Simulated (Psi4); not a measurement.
Two rigid molecules brought together: HBr ··· CH4 (SMILES Br and C), singlet. Monomers: optimised at B3LYP-D3(BJ) (def2-TZVP), held rigid. Orientation: a higher rigid-body minimum at GFN2-xTB. R is the distance of the centres of mass, along which the second monomer moves.

Geometry at R = 3.91 Å (first 2 atoms: monomer A):
```
7

Br     0.7124     0.0000     0.0000
H     -0.7124     0.0000     0.0000
C     -2.5716     2.1157    -0.3765
H     -2.1049     2.0715    -1.3596
H     -3.2810     2.9416    -0.3481
H     -1.8056     2.2688     0.3825
H     -3.0949     1.1808    -0.1807
```

PBE/def2-TZVP, counterpoise-corrected (Psi4); PBE-D3(BJ)/def2-TZVP, counterpoise-corrected (Psi4); SAPT0/jun-cc-pVDZ, frozen core (Psi4).

Interaction energies in kcal/mol; the last columns give the difference from SAPT0:

```json
[
 {"R / Å": "3.28", "PBE/def2-TZVP": "3.08", "PBE-D3(BJ)/def2-TZVP": "1.98", "SAPT0/jun-cc-pVDZ": "3.45", "PBE/def2-TZVP − SAPT0/jun-cc-pVDZ": "-0.36", "PBE-D3(BJ)/def2-TZVP − SAPT0/jun-cc-pVDZ": "-1.47"},
 {"R / Å": "3.54", "PBE/def2-TZVP": "0.77", "PBE-D3(BJ)/def2-TZVP": "-0.18", "SAPT0/jun-cc-pVDZ": "0.95", "PBE/def2-TZVP − SAPT0/jun-cc-pVDZ": "-0.19", "PBE-D3(BJ)/def2-TZVP − SAPT0/jun-cc-pVDZ": "-1.14"},
 {"R / Å": "3.72", "PBE/def2-TZVP": "0.08", "PBE-D3(BJ)/def2-TZVP": "-0.76", "SAPT0/jun-cc-pVDZ": "0.19", "PBE/def2-TZVP − SAPT0/jun-cc-pVDZ": "-0.11", "PBE-D3(BJ)/def2-TZVP − SAPT0/jun-cc-pVDZ": "-0.95"},
 {"R / Å": "3.91", "PBE/def2-TZVP": "-0.26", "PBE-D3(BJ)/def2-TZVP": "-0.97", "SAPT0/jun-cc-pVDZ": "-0.19", "PBE/def2-TZVP − SAPT0/jun-cc-pVDZ": "-0.07", "PBE-D3(BJ)/def2-TZVP − SAPT0/jun-cc-pVDZ": "-0.78"},
 {"R / Å": "4.10", "PBE/def2-TZVP": "-0.38", "PBE-D3(BJ)/def2-TZVP": "-0.98", "SAPT0/jun-cc-pVDZ": "-0.33", "PBE/def2-TZVP − SAPT0/jun-cc-pVDZ": "-0.05", "PBE-D3(BJ)/def2-TZVP − SAPT0/jun-cc-pVDZ": "-0.65"},
 {"R / Å": "4.32", "PBE/def2-TZVP": "-0.39", "PBE-D3(BJ)/def2-TZVP": "-0.88", "SAPT0/jun-cc-pVDZ": "-0.35", "PBE/def2-TZVP − SAPT0/jun-cc-pVDZ": "-0.04", "PBE-D3(BJ)/def2-TZVP − SAPT0/jun-cc-pVDZ": "-0.53"},
 {"R / Å": "4.57", "PBE/def2-TZVP": "-0.34", "PBE-D3(BJ)/def2-TZVP": "-0.71", "SAPT0/jun-cc-pVDZ": "-0.31", "PBE/def2-TZVP − SAPT0/jun-cc-pVDZ": "-0.03", "PBE-D3(BJ)/def2-TZVP − SAPT0/jun-cc-pVDZ": "-0.40"},
 {"R / Å": "4.94", "PBE/def2-TZVP": "-0.23", "PBE-D3(BJ)/def2-TZVP": "-0.48", "SAPT0/jun-cc-pVDZ": "-0.22", "PBE/def2-TZVP − SAPT0/jun-cc-pVDZ": "-0.01", "PBE-D3(BJ)/def2-TZVP − SAPT0/jun-cc-pVDZ": "-0.25"},
 {"R / Å": "5.44", "PBE/def2-TZVP": "-0.12", "PBE-D3(BJ)/def2-TZVP": "-0.26", "SAPT0/jun-cc-pVDZ": "-0.13", "PBE/def2-TZVP − SAPT0/jun-cc-pVDZ": "0.02", "PBE-D3(BJ)/def2-TZVP − SAPT0/jun-cc-pVDZ": "-0.12"},
 {"R / Å": "6.14", "PBE/def2-TZVP": "-0.04", "PBE-D3(BJ)/def2-TZVP": "-0.11", "SAPT0/jun-cc-pVDZ": "-0.07", "PBE/def2-TZVP − SAPT0/jun-cc-pVDZ": "0.02", "PBE-D3(BJ)/def2-TZVP − SAPT0/jun-cc-pVDZ": "-0.04"},
 {"R / Å": "7.08", "PBE/def2-TZVP": "-0.01", "PBE-D3(BJ)/def2-TZVP": "-0.04", "SAPT0/jun-cc-pVDZ": "-0.03", "PBE/def2-TZVP − SAPT0/jun-cc-pVDZ": "0.01", "PBE-D3(BJ)/def2-TZVP − SAPT0/jun-cc-pVDZ": "-0.01"},
 {"R / Å": "8.42", "PBE/def2-TZVP": "0.00", "PBE-D3(BJ)/def2-TZVP": "-0.01", "SAPT0/jun-cc-pVDZ": "-0.01", "PBE/def2-TZVP − SAPT0/jun-cc-pVDZ": "0.01", "PBE-D3(BJ)/def2-TZVP − SAPT0/jun-cc-pVDZ": "0.00"}
]
```

PBE/def2-TZVP is furthest from SAPT0/jun-cc-pVDZ at 3.28 (-0.36 kcal/mol, below); its mean absolute difference over the points is 0.08 kcal/mol.

PBE-D3(BJ)/def2-TZVP is furthest from SAPT0/jun-cc-pVDZ at 3.28 (-1.47 kcal/mol, below); its mean absolute difference over the points is 0.53 kcal/mol.
